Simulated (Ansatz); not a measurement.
`CN(C)B(Cl)Cl` + NH₃ → `NB(Cl)Cl` + `CNC` at 400 K and 1 bar (ligand exchange at a B–N bond).

Isolated molecules relaxed with PBE0-D4/def2-TZVP in Ansatz; ΔE leaves out vibrations. CBS: MP2 limit from def2 TZ/QZ plus the TZ coupled-cluster correction, frozen cores. This one scheme is used for every species. One conformer a species, not always the lowest.

```tsv
species	CCSD(T)/CBS energy (Eh)	H − E (kJ/mol)	S (J/(mol·K))
`CN(C)B(Cl)Cl`	-1078.89455	272.3	391.7
NH₃	-56.50880	104.2	203.1
`NB(Cl)Cl`	-1000.39362	112.0	316.6
`CNC`	-135.00321	264.6	293.2
```

H − E and S are ideal-gas, rigid-rotor, harmonic terms from PBE0-D4/def2-TZVP, for one conformer and one mirror image of each species. 1 Eh = 2625.50 kJ/mol, R = 8.31446 J/(mol·K).

**Question.** By hand: ΔE, ΔH, ΔS and ΔG.

**Answer.** ΔE = (-1000.39362) + (-135.00321) − (-1078.89455) − (-56.50880) = 0.00652 Eh = 17.1 kJ/mol. Δ(H − E) = 112.0 + 264.6 − 272.3 − 104.2 = 0.1, so ΔH = 17.2 kJ/mol. ΔS = 316.6 + 293.2 − 391.7 − 203.1 = 15.0 J/(mol·K). ΔG = 17.2 − 400 × (15.0)/1000 = 11.2 kJ/mol.

**Question.** By hand: the equilibrium constant, and the temperature at which ΔG would vanish if ΔH and ΔS stayed fixed.

**Answer.** log₁₀ K = −ΔG/(RT ln 10) = -1.5. ΔG = 0 at ΔH/ΔS = 1147 K, though so small a ΔS makes that figure unsure.

TΔS isn't small against ΔH here. A doubt of 5 kJ/mol in ΔE shifts log₁₀ K by 0.7 here. Other conformers and mirror images would add mixing entropy, several J/(mol·K) or more a flexible species. These are equilibria of isolated gas molecules and say nothing of rates. Largest T1 diagnostic: 0.011 (customary marks: 0.02 for closed shells, 0.045 for open ones).
